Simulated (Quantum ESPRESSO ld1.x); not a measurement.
The numbers below are computed, except where a source is named.
Task: Species: Br5+. Configuration: [Ar] 3d10 4s2. Code: ld1.x of Quantum ESPRESSO 7.5. Model: Dirac Kohn-Sham, relativistic LDA (MacDonald-Vosko exchange, VWN5 correlation), spin-unpolarised, spherical densities, point nucleus. Some entries of the table are withheld. Estimate them.

orbital  occ.  eigenvalue (hartree)  r(max) (bohr)  <r> (bohr)
1s1/2       2                   (1)          0.028     0.04289
2s1/2       2              -66.0453          0.160      0.1898
2p1/2       2              -59.8522          0.126      0.1630
2p3/2       4              -58.1181          0.129      0.1669
3s1/2       2              -11.2945            (2)      0.5521
3p1/2       2              -9.12623          0.474      0.5564
3p3/2       4              -8.87459          0.485      0.5668
3d3/2       4              -5.07884          0.427         (3)
3d5/2       6              -5.03830          0.430         (4)
4s1/2       2              -2.99322            (5)       1.464

Result: 
(1) 1s1/2 eigenvalue (hartree): -489.459
(2) 3s1/2 r(max) (bohr): 0.485
(3) 3d3/2 <r> (bohr): 0.5808
(4) 3d5/2 <r> (bohr): 0.5846
(5) 4s1/2 r(max) (bohr): 1.33
